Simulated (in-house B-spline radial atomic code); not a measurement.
## Ionising Pd6+ with different functionals

Computed with an all-electron radial atomic-structure program (B-spline basis): four-component Dirac-Coulomb Hamiltonian, Fermi nucleus of rms radius 4.5318 fm, spin-restricted, spherical fractional occupations for the functionals, and exact exchange of hybrids averaged over the configuration. The ionisation energy is the difference of two self-consistent energies, [Kr] 4d4 → [Kr] 4d3, without Breit or QED terms; ε is the level of the shell that loses the electron (mean over j). The electron is taken from both j subshells in proportion to 2j + 1, so the result is a j average, not the step between ground levels.

```
   method                    rung  ΔSCF (eV)  -ε(4d) (eV)
    B3LYP           global hybrid     101.05        93.82
    B97-1           global hybrid     101.00        93.87
    HSE06  range-separated hybrid     101.00        93.87
CAM-B3LYP  range-separated hybrid     101.00        95.78
```

**Question.** Among the functionals, which spreads more, the ΔSCF values or the orbital energies?

**Answer.** The orbital energies: ΔSCF values span about 0.05 eV and the orbital energies 1.96 eV; here energy differences depend much less on the functional than eigenvalues do.

**Question.** How do they compare with the NIST value?

**Answer.** NIST lists 101 eV ± 2 (tabulated theory, ground level to ground level). Errors run from -0.00 to +0.05 eV; all lie within about twice that uncertainty, so the table can't rank the methods.
